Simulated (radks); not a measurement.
The erbium ion Er2+, 66 electrons, occupied as [Xe] 4f10 5d1 6p1 (not the ground configuration). Calculated with a radial shooting solver on a logarithmic mesh with Libxc functionals: scalar-relativistic Kohn-Sham, PBEsol, spin-polarised, spherical densities, finite nucleus; open shells are filled with parallel spins first (spin-orbit coupling, left out, can overturn this in heavy ions); Fermi nuclear charge, rms radius 5.2516 fm. Some entries of the table are withheld. Estimate them.

| orbital | occ. | eigenvalue (hartree) | <r> (bohr) |
|---|---|---|---|
| 1s up | 1 | -2108.378 | 0.02038 |
| 1s down | 1 | -2108.378 | 0.02038 |
| 2s up | 1 | -355.2653 | 0.08650 |
| 2s down | 1 | -355.2613 | 0.08650 |
| 2p up | 3 | -314.4419 | 0.07674 |
| 2p down | 3 | -314.4387 | 0.07674 |
| 3s up | 1 | -80.64688 | 0.2255 |
| 3s down | 1 | -80.57636 | 0.2254 |
| 3p up | 3 | -68.22548 | 0.2247 |
| 3p down | 3 | -68.15505 | 0.2245 |
| 3d up | 5 | -52.64440 | 0.2039 |
| 3d down | 5 | -52.58964 | 0.2038 |
| 4s up | 1 | -16.97178 | 0.5072 |
| 4s down | 1 | -16.82777 | 0.5073 |
| 4p up | 3 | -12.87258 | 0.5373 |
| 4p down | 3 | -12.73118 | 0.5376 |
| 4d up | 5 | -7.37699 | 0.5793 |
| 4d down | 5 | -7.23819 | 0.5801 |
| 5s up | 1 | (1) | 1.209 |
| 5s down | 1 | (2) | 1.215 |
| 5p up | 3 | (3) | 1.403 |
| 5p down | 3 | (4) | 1.410 |
| 4f up | 7 | -1.34623 | (5) |
| 4f down | 3 | -1.21607 | (6) |
| 5d up | 1 | -0.74748 | 2.061 |
| 5d down | 0 | -0.68871 | 2.063 |
| 6p up | 1 | -0.50382 | 3.673 |

Answer. 
(1) 5s up eigenvalue (hartree): -2.92028
(2) 5s down eigenvalue (hartree): -2.83983
(3) 5p up eigenvalue (hartree): -1.90964
(4) 5p down eigenvalue (hartree): -1.84002
(5) 4f up <r> (bohr): 0.7290
(6) 4f down <r> (bohr): 0.7401
